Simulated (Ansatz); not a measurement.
System: BH2, charge 0, doublet. BH2 (SMILES [BH2], doublet).
B3LYP-D3(BJ)/def2-TZVP minimum from Ansatz (an electronic-structure program):
```
B
H 1 1.1869
H 1 1.1869 2 129.56
```
Charge 0, spin multiplicity 2.

Total energies in hartree (Ansatz). Open shells are spin-unrestricted; no spin-orbit coupling. Correlated methods leave the cores frozen. No relativity. Where a partner has so few electrons that a lower coupled-cluster level is exact, that level stands in.

```tsv
species	HF/cc-pVTZ	CCSD(T)/cc-pVTZ	HF/cc-pVQZ	CCSD(T)/cc-pVQZ	CCSDT(Q)/cc-pVQZ
1: BH2 (SMILES [BH2], doublet)	-25.76030	-25.86304	-25.76199	-25.86898	-25.86944
2: B (doublet)	-24.53207	-24.59810	-24.53297	-24.60084	-24.60125
3: H (doublet)	-0.49981	-0.49981	-0.49995	-0.49995	-0.49995
```

Task: Work out the atomisation energy (electronic, to ground-state atoms) in kcal/mol: take Hartree-Fock from cc-pVQZ, extrapolate the CCSD(T) correlation energy as X^-3 (X = 3, 4), and add CCSDT(Q) - CCSD(T) in cc-pVQZ. 1 hartree = 627.51 kcal/mol.

Result: 
Species 1: correlation (64·(-0.10699) - 27·(-0.10274))/37 = -0.11009; step -0.00046; E1 = -25.76199 + (-0.11009) + (-0.00046) = -25.87254
Species 2: correlation (64·(-0.06787) - 27·(-0.06603))/37 = -0.06921; step -0.00041; E2 = -24.53297 + (-0.06921) + (-0.00041) = -24.60259
Species 3: correlation (64·(0.00000) - 27·(0.00000))/37 = 0.00000; step +0.00000; E3 = -0.49995 + (0.00000) + (+0.00000) = -0.49995
-1·E1 +1·E2 +2·E3 = 0.27005 hartree = 169.5 kcal/mol.
